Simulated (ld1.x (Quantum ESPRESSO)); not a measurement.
**Ni, TM: configuration errors across variants**

ld1.x (Quantum ESPRESSO) 7.5 input, shortened:

```
&input
   title='Ni', zed=28., rel=1, dft='PBE', iswitch=3,
   config='[Ar] 3d8 4s0 4p0'
 /
 &inputp
   pseudotype=2, tm=.true., lloc=-1, rcloc=1.60,
   nlcc=.false.
 /
3
4S  1  0   0.00   0.00  2.25  2.25  0.0
4P  2  1   0.00   0.00  1.90  1.90  0.0
3D  3  2   8.00   0.00  1.40  1.40  0.0
 &test
   configts(1)='3d8 4s0 4p0'
 /
```

All-electron excitation energies from the reference (eV): (1) 3d8 4s2 4p0 -26.673; (2) 3d8 4s1 4p0 -17.351; (3) 3d7 4s0 4p0 37.467; (4) 3d7 4s2 4p1 -16.128; (5) 3d6 4s0 4p0 95.023; (6) 3d8 4s1 4p1 -22.078.

Tests that are not counted but printed errors over 1 eV. “base”: 3d9 4s1 4p0 (solver errors, printed error +2.8 eV). “core correction a·sin(br)/r model core inside 0.56 bohr”: 3d9 4s1 4p0 (solver errors, printed error -1031 eV). “wave 3d (bound): rc 1.40 bohr becomes 3d (bound): rc 2.16 bohr”: 3d9 4s1 4p0 (solver errors, printed error +2.0 eV). “wave 4p (bound): rc 1.90 bohr becomes 4p (bound): rc 2.02 bohr”: 3d9 4s1 4p0 (solver errors, printed error +2.8 eV). “wave 4s (bound): rc 2.25 bohr becomes 4s (bound): rc 3.06 bohr”: 3d9 4s1 4p0 (solver errors, printed error -941 eV).

4 further variants failed, have other tests or too few solved ones, and are left out.

A true bound ghost makes a file unfit for plane-wave use even where its test errors are small: the radial tests pick states by their node count and pass the ghost by. Where a test does run into it, the solver fails or the error is huge.

Errors AE − PS in meV (a dash: test not solved or not reliable):

```csv
change,(1),(2),(3),(4),(5),(6),bound ghosts
base,+156,+58,-153,-119,-793,+102,s
core correction a·sin(br)/r model core inside 0.56 bohr,-8.4,-6.1,-259,-357,-1296,-4.4,s
wave 3d (bound): rc 1.40 bohr becomes 3d (bound): rc 2.16 bohr,+123,+40,+92,+284,+769,+82,s
wave 4p (bound): rc 1.90 bohr becomes 4p (bound): rc 2.02 bohr,+156,+58,-153,-124,-794,+101,s
local potential all-electron potential smoothed inside 1.80 bohr (lloc = -1),+144,+55,-181,-162,-910,+97,none
wave 4s (bound): rc 2.25 bohr becomes 4s (bound): rc 3.06 bohr,+126,+35,-153,+125,-793,+88,s
"type ultrasoft; waves now 4s (bound): rcut 1.95, rcutus 2.25 bohr; 4s channel at 0.7 Ry: rcut 1.95, rcutus 2.25 bohr; 4p (bound): rcut 1.65, rcutus 1.90 bohr; 4p channel at 0.1 Ry: rcut 1.65, rcutus 1.90 bohr; 3d (bound): rcut 1.20, rcutus 1.40 bohr; 3d channel at 0.8 Ry: rcut 1.20, rcutus 1.40 bohr; local potential all-electron potential smoothed inside 1.95 bohr (lloc = -1); augmentation built from norm-conserving waves at rcut, not smoothed further",–,–,–,–,–,–,not determined
```

Q: Give the same row for: all radii scaled by about 1.08 (s 2.44, p 2.06, d 1.52 bohr); local potential all-electron potential smoothed inside 1.74 bohr (lloc = -1).

A: +151, +56, -152, -65, -731, +99; bound ghosts: none.
